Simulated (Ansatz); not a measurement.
Geometry optimisation, RKS BHLYP/def2-SVP in Ansatz 0.2.0.

Input:

```yaml
crystal:
  periodic: [false, false, false]
  atoms:
    - { symbol: "N", position_ang: [-1.239, 1.2797, 0.6631] }
    - { symbol: C, position_ang: [-0.1457, 0.9594, 1.1023] }
    - { symbol: C, position_ang: [0.2936, -0.4494, 0.9466] }
    - { symbol: Ga, position_ang: [1.37622, -0.89964, 2.46471] }
    - { symbol: "N", position_ang: [3.20062, -0.43892, 1.56561] }
    - { symbol: H, position_ang: [-1.9208, 0.6695, 0.19] }
    - { symbol: H, position_ang: [0.5314, 1.7006, 1.5734] }
    - { symbol: H, position_ang: [0.23095, -0.77005, -0.06476] }
    - { symbol: H, position_ang: [-0.45738, -1.11639, 1.53315] }
    - { symbol: H, position_ang: [1.00755, -0.15917, 3.84634] }
    - { symbol: H, position_ang: [3.11228, 0.49401, 2.02324] }
    - { symbol: H, position_ang: [3.36908, -0.24024, 0.56472] }
basis:
  gaussian: { orbitals: def2-SVP }
hamiltonian:
  xc: { name: BHLYP }
relax:
  f_tol: 0.015
  max_steps: 40
```

Launched with:

```bash
$ ansatz run input.yaml --threads 2 --pin off --max-ram 3072MiB --backend cpu --events-out ev --progress --plain --runs-dir out
```

**Question.** Where does it end, and by what steps?

**Answer.** The forces met the threshold. After 18 steps the energy has fallen by 3.657 eV; H7 moved furthest, 1.53 Å.

| step | energy less start (eV) | largest force component (eV/Å) | accepted |
| --- | --- | --- | --- |
| 0 | 0.0000 | 4.076 | yes |
| 1 | -1.8629 | 2.222 | yes |
| 2 | -2.7183 | 1.196 | yes |
| 3 | -3.0016 | 1.195 | yes |
| 4 | -3.1606 | 1.110 | yes |
| 5 | -3.2793 | 0.794 | yes |
| 6 | -3.3597 | 0.963 | yes |
| 7 | -3.4588 | 0.645 | yes |
| 8 | -3.5231 | 0.998 | yes |
| 9 | -3.5803 | 0.356 | yes |
| 10 | -3.6133 | 0.399 | yes |
| 11 | -3.6353 | 0.233 | yes |
| 12 | -3.6429 | 0.311 | yes |
| 13 | -3.6509 | 0.232 | yes |
| 14 | -3.6550 | 0.095 | yes |
| 15 | -3.6560 | 0.169 | yes |
| 16 | -3.6566 | 0.067 | yes |
| 17 | -3.6568 | 0.019 | yes |
| 18 | -3.6569 | 0.009 | yes |

```xyz
12
Properties=species:S:1:pos:R:3
N -1.620 1.352 1.054
C -0.494 0.981 0.623
C 0.160 -0.351 0.757
Ga 1.441 -0.359 2.285
N 3.207 -0.276 1.910
H -2.099 0.582 1.518
H 0.105 1.741 0.105
H 0.716 -0.600 -0.151
H -0.586 -1.132 0.939
H 1.002 -0.431 3.778
H 3.932 -0.251 2.608
H 3.594 -0.228 0.983
```

Time of the run: 68 s on 2 threads of Arm Neoverse V2, on a shared host, peak memory 0.32 GiB.
